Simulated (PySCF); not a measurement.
H5OSi2, doublet, at a GFN2-xTB geometry; SVWN5/6-311G** in PySCF.

Input for PySCF:
```python
from pyscf import gto, scf, dft

mol = gto.Mole()
mol.atom = '''
    Si    1.543794   -0.434223    0.395011
    O    -0.037105   -0.099175    0.235995
    Si   -1.435658    0.415210   -0.393045
    H     1.907439   -1.404017   -0.628423
    H     2.276460    0.823697    0.364532
    H    -1.243224    1.789971   -0.853745
    H    -1.766848   -0.474389   -1.504866
    H    -2.390882    0.324322    0.707005
'''
mol.basis = '6-311g**'
mol.charge = 0
mol.spin = 1
mol.verbose = 4
mol.build()

mf = dft.UKS(mol)
mf.xc = 'lda,vwn'
mf.kernel()
mf.analyze()
```

The log (banner, timings and long lists left out):

```
PySCF version 2.14.0

[INPUT] verbose = 4
[INPUT] num. atoms = 8
[INPUT] num. electrons = 41
[INPUT] charge = 0
[INPUT] spin (= nelec alpha-beta = 2S) = 1
[INPUT] symmetry False subgroup None
[INPUT] Mole.unit = angstrom
[INPUT] Symbol           X                Y                Z      unit          X                Y                Z       unit  Magmom
[...]
nuclear repulsion = 150.732167411332
number of shells = 52
number of NR pGTOs = 161
number of NR cGTOs = 100
basis = 6-311g**
ecp = {}

******** <class 'pyscf.dft.uks.UKS'> ********
method = UKS
initial guess = minao
damping factor = 0
level_shift factor = 0
DIIS = <class 'pyscf.scf.diis.CDIIS'>
diis_start_cycle = 1
diis_space = 8
diis_damp = 0
SCF conv_tol = 1e-09
SCF conv_tol_grad = None
SCF max_cycles = 50
direct_scf = True
direct_scf_tol = 1e-13
number electrons alpha = 21  beta = 20
XC library pyscf.dft.libxc version 7.1.2
    S. Lehtola, C. Steigemann, M. J. T. Oliveira, and M. A. L. Marques,  SoftwareX 7, 1–5 (2018)
XC functionals = lda,vwn
    P. A. M. Dirac,  Math. Proc. Cambridge Philos. Soc. 26, 376 (1930)
    F. Bloch,  Z. Phys. 57, 545 (1929)
    S. H. Vosko, L. Wilk, and M. Nusair,  Can. J. Phys. 58, 1200 (1980)
radial grids:
    Treutler-Ahlrichs [JCP 102, 346 (1995); DOI:10.1063/1.469408] (M4) radial grids

becke partition: Becke, JCP 88, 2547 (1988); DOI:10.1063/1.454033
pruning grids: <function nwchem_prune>
grids dens level: 3
symmetrized grids: False
atomic radii adjust function: <function treutler_atomic_radii_adjust>
small_rho_cutoff = 0
Set gradient conv threshold to 3.16228e-05
tot grids = 101488
init E= -654.428081831185

cycle= 1 E= -654.218493905685  delta_E= 0.21  |g|= 0.66  |ddm|= 1.56
cycle= 2 E= -652.971180925658  delta_E= 1.25  |g|= 1.76  |ddm|= 2.25
cycle= 3 E= -654.350660061772  delta_E= -1.38  |g|= 0.142  |ddm|= 2.07
cycle= 4 E= -654.360358629168  delta_E= -0.0097  |g|= 0.0481  |ddm|= 0.215
cycle= 5 E= -654.361340812272  delta_E= -0.000982  |g|= 0.0109  |ddm|= 0.0497
cycle= 6 E= -654.361391242331  delta_E= -5.04e-05  |g|= 0.00179  |ddm|= 0.0105
cycle= 7 E= -654.361392715042  delta_E= -1.47e-06  |g|= 0.000491  |ddm|= 0.00227
cycle= 8 E= -654.361392864054  delta_E= -1.49e-07  |g|= 8.69e-05  |ddm|= 0.000815
cycle= 9 E= -654.361392868879  delta_E= -4.82e-09  |g|= 2.02e-05  |ddm|= 0.000117
cycle= 10 E= -654.361392869163  delta_E= -2.85e-10  |g|= 3.42e-06  |ddm|= 3.32e-05
Extra cycle  E= -654.361392869165  delta_E= -1.36e-12  |g|= 4.89e-06  |ddm|= 9.16e-06
converged SCF energy = -654.361392869165  <S^2> = 0.75078017  2S+1 = 2.00078
**** SCF Summaries ****
Total Energy =                        -654.361392869164661
Nuclear Repulsion Energy =             150.732167411331943
One-electron Energy =                -1209.069812987761679
Two-electron Energy =                  403.976252707265076
Two-electron Coulomb Energy =          453.357986084635172
DFT Exchange-Correlation Energy =      -49.381733377370068
**** MO energy ****
                             alpha | beta                alpha | beta
[...]
To work with the spin densities directly, `use mulliken_meta_spin()` only printing them here.

 ** Mulliken spin pop alpha/beta on meta-lowdin orthogonal AOs **
 ** Mulliken Spin Density (per AO)  **
spin_pop of  0 Si 1s       -0.00000
spin_pop of  0 Si 2s       -0.00001
spin_pop of  0 Si 3s        0.14256
spin_pop of  0 Si 4s        0.00147
spin_pop of  0 Si 5s        0.00016
spin_pop of  0 Si 6s        0.00010
spin_pop of  0 Si 2px      -0.00001
spin_pop of  0 Si 2py      -0.00000
spin_pop of  0 Si 2pz       0.00002
spin_pop of  0 Si 3px       0.00773
spin_pop of  0 Si 3py       0.12609
spin_pop of  0 Si 3pz       0.56972
spin_pop of  0 Si 4px       0.00056
spin_pop of  0 Si 4py       0.00042
spin_pop of  0 Si 4pz       0.00048
spin_pop of  0 Si 5px      -0.00006
spin_pop of  0 Si 5py      -0.00004
spin_pop of  0 Si 5pz       0.00016
spin_pop of  0 Si 6px      -0.00000
spin_pop of  0 Si 6py       0.00000
spin_pop of  0 Si 6pz       0.00003
spin_pop of  0 Si 3dxy      0.00029
spin_pop of  0 Si 3dyz      0.00002
spin_pop of  0 Si 3dz^2     0.00021
spin_pop of  0 Si 3dxz      0.00113
spin_pop of  0 Si 3dx2-y2    0.00009
spin_pop of  1 O 1s       -0.00000
spin_pop of  1 O 2s        0.00438
spin_pop of  1 O 3s        0.00006
spin_pop of  1 O 4s        0.00000
spin_pop of  1 O 2px      -0.00018
spin_pop of  1 O 2py       0.01098
spin_pop of  1 O 2pz       0.06409
spin_pop of  1 O 3px       0.00025
spin_pop of  1 O 3py       0.00014
spin_pop of  1 O 3pz       0.00131
spin_pop of  1 O 4px       0.00001
spin_pop of  1 O 4py       0.00002
spin_pop of  1 O 4pz       0.00015
spin_pop of  1 O 3dxy      0.00000
spin_pop of  1 O 3dyz      0.00002
spin_pop of  1 O 3dz^2    -0.00001
spin_pop of  1 O 3dxz      0.00000
spin_pop of  1 O 3dx2-y2   -0.00001
spin_pop of  2 Si 1s        0.00000
spin_pop of  2 Si 2s        0.00000
spin_pop of  2 Si 3s        0.00124
spin_pop of  2 Si 4s        0.00000
spin_pop of  2 Si 5s        0.00000
spin_pop of  2 Si 6s        0.00000
spin_pop of  2 Si 2px       0.00000
spin_pop of  2 Si 2py      -0.00000
spin_pop of  2 Si 2pz      -0.00000
spin_pop of  2 Si 3px       0.00524
spin_pop of  2 Si 3py      -0.00039
spin_pop of  2 Si 3pz      -0.00036
spin_pop of  2 Si 4px       0.00007
spin_pop of  2 Si 4py       0.00004
spin_pop of  2 Si 4pz       0.00035
spin_pop of  2 Si 5px       0.00003
spin_pop of  2 Si 5py       0.00001
spin_pop of  2 Si 5pz       0.00001
spin_pop of  2 Si 6px       0.00000
spin_pop of  2 Si 6py       0.00000
spin_pop of  2 Si 6pz       0.00000
spin_pop of  2 Si 3dxy     -0.00004
spin_pop of  2 Si 3dyz      0.00006
spin_pop of  2 Si 3dz^2     0.00020
spin_pop of  2 Si 3dxz      0.00010
spin_pop of  2 Si 3dx2-y2    0.00026
spin_pop of  3 H 1s        0.02702
spin_pop of  3 H 2s        0.00036
spin_pop of  3 H 3s        0.00025
spin_pop of  3 H 2px      -0.00000
spin_pop of  3 H 2py       0.00015
spin_pop of  3 H 2pz      -0.00022
spin_pop of  4 H 1s        0.02650
spin_pop of  4 H 2s        0.00037
spin_pop of  4 H 3s        0.00024
spin_pop of  4 H 2px      -0.00002
spin_pop of  4 H 2py      -0.00013
spin_pop of  4 H 2pz       0.00008
spin_pop of  5 H 1s        0.00310
spin_pop of  5 H 2s        0.00014
spin_pop of  5 H 3s        0.00009
spin_pop of  5 H 2px       0.00001
spin_pop of  5 H 2py       0.00000
spin_pop of  5 H 2pz      -0.00000
spin_pop of  6 H 1s        0.00119
spin_pop of  6 H 2s        0.00007
spin_pop of  6 H 3s        0.00002
spin_pop of  6 H 2px       0.00000
spin_pop of  6 H 2py       0.00000
spin_pop of  6 H 2pz      -0.00000
spin_pop of  7 H 1s        0.00136
spin_pop of  7 H 2s        0.00008
spin_pop of  7 H 3s        0.00012
spin_pop of  7 H 2px       0.00001
spin_pop of  7 H 2py       0.00000
spin_pop of  7 H 2pz       0.00004
 ** Mulliken Spin Density (per atom)  **
spin density of  0 Si =      0.85113
spin density of  1 O =      0.08122
spin density of  2 Si =      0.00683
spin density of  3 H =      0.02755
spin density of  4 H =      0.02704
spin density of  5 H =      0.00334
spin density of  6 H =      0.00129
spin density of  7 H =      0.00161
 ** Mulliken pop alpha/beta on meta-lowdin orthogonal AOs **
 ** Mulliken pop       alpha | beta **
In total            21.00000 | 20.00000
 ** Mulliken atomic charges   ( Nelec_alpha | Nelec_beta ) **
charge of  0Si =      0.47482  (     7.18816      6.33703 )
charge of  1O =     -0.74256  (     4.41189      4.33067 )
charge of  2Si =      0.62524  (     6.69080      6.68396 )
charge of  3H =     -0.06457  (     0.54606      0.51851 )
charge of  4H =     -0.06422  (     0.54563      0.51859 )
charge of  5H =     -0.07965  (     0.54150      0.53816 )
charge of  6H =     -0.07874  (     0.54001      0.53873 )
charge of  7H =     -0.07032  (     0.53596      0.53436 )
Dipole moment(X, Y, Z, Debye): -0.25246,  0.25230, -0.46720
```
